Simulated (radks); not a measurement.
Zr X, configuration [Ar] 3d10 4s2 4p1 (the NIST ground configuration).

Calculated with a radial shooting solver on a logarithmic mesh with Libxc functionals: scalar-relativistic Kohn-Sham, PBE, spin-polarised, spherical densities, finite nucleus; open shells are filled with parallel spins first (spin-orbit coupling, left out, can overturn this in heavy ions); Fermi nuclear charge, rms radius 4.2694 fm.

Energy parts (eV):
| part | energy |
|---|---|
| total | -97265.033 |
| kinetic | 100030.711 |
| electron-nucleus | -229381.243 |
| Hartree | 35055.916 |
| exchange-correlation | -2970.417 |

Orbitals (lengths in bohr, moments of r in powers of bohr):
orbital  occ.  eigenvalue (eV)  <1/r>      <r^4>
1s up       1        -17984.55  41.26  8.870e-06
1s down     1        -17984.35  41.26  8.870e-06
2s up       1        -2626.175  9.254   0.001671
2s down     1        -2626.064  9.253   0.001671
2p up       3        -2359.353  9.017   0.001199
2p down     3        -2359.167  9.017   0.001199
3s up       1        -556.7628  3.153    0.08842
3s down     1        -556.4998  3.153    0.08819
3p up       3        -469.6065  2.997    0.09844
3p down     3        -469.3071  2.998    0.09805
3d up       5        -326.6568  2.765     0.1113
3d down     5        -326.3301  2.767     0.1103
4s up       1        -187.8565  1.253      2.555
4s down     1        -185.7022  1.256      2.563
4p up       1        -161.9507  1.160      3.377
4p down     0        -159.7895  1.160      3.407

The highest occupied level is 4p up at -161.95 eV. The electron density at the nucleus is 7.617e+04 e/bohr^3 (large components only). Summed over all electrons, <r^2> = 8.765 bohr^2, which gives a Langevin (diamagnetic) susceptibility term of -6.94 x 10^-6 cm^3/mol. The density falls to 0.001 e/bohr^3 at r = 2.30 bohr. Spin moment in Bohr magnetons: 1. The spin density at the nucleus is -1.1369 e/bohr^3 (1s -0.4729, 2s 0.1229, 3s -0.0297, 4s -0.7571). For comparison, the ionisation energy in NIST's Atomic Spectra Database is 172.02 eV (semi-empirical). In exact Kohn-Sham theory the highest level is minus the ionisation energy, but local and semilocal functionals leave it too shallow, through self-interaction and a potential that decays too fast; potentials with the right tail come closer.
